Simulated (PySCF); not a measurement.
Rh: excitation energy

Rh [Kr] 4d8 5s1 (4F) → Rh [Kr] 4d7 5s1 6s1 (6F), as a difference of total energies. Computed with PySCF 2.14 in x2c-TZVPPall with one added diffuse shell each of s, p, d, f type (9s7p7d3f1g, 95 functions), with scalar relativity by spin-free X2C-1e. Correlated levels: valence: [Kr] frozen; valence and next inner shell: [Ar] 3d10 frozen. The calculations carry no spin-orbit coupling.

```json
{"method": "UHF", "excitation energy (cm⁻¹)": "43075"}
{"method": "LDA", "excitation energy (cm⁻¹)": "61430"}
{"method": "PBE", "excitation energy (cm⁻¹)": "58506"}
{"method": "PBE0", "excitation energy (cm⁻¹)": "56459"}
{"method": "r2SCAN", "excitation energy (cm⁻¹)": "57627"}
{"method": "BLYP", "excitation energy (cm⁻¹)": "59812"}
{"method": "PW91", "excitation energy (cm⁻¹)": "58967"}
{"method": "wB97X", "excitation energy (cm⁻¹)": "59015"}
{"method": "MP2 (valence)", "excitation energy (cm⁻¹)": "56537"}
{"method": "MP2 (valence and next inner shell)", "excitation energy (cm⁻¹)": "57007"}
{"method": "SCS-MP2 (valence and next inner shell)", "excitation energy (cm⁻¹)": "56747"}
```

Task: Estimate what SCS-MP2 (valence) gives.

Result: 57599 cm⁻¹, closest to r2SCAN among the rows shown.

Task: Estimate what r2SCAN0 gives.

Result: 56245 cm⁻¹, closest to PBE0 among the rows shown.

A first-order spin-orbit estimate (lowest level to lowest level, LS coupling) adds -0.021 eV.

The promoted electron is Rydberg-like, and one or two diffuse shells describe it only roughly, which tends to raise the upper state.
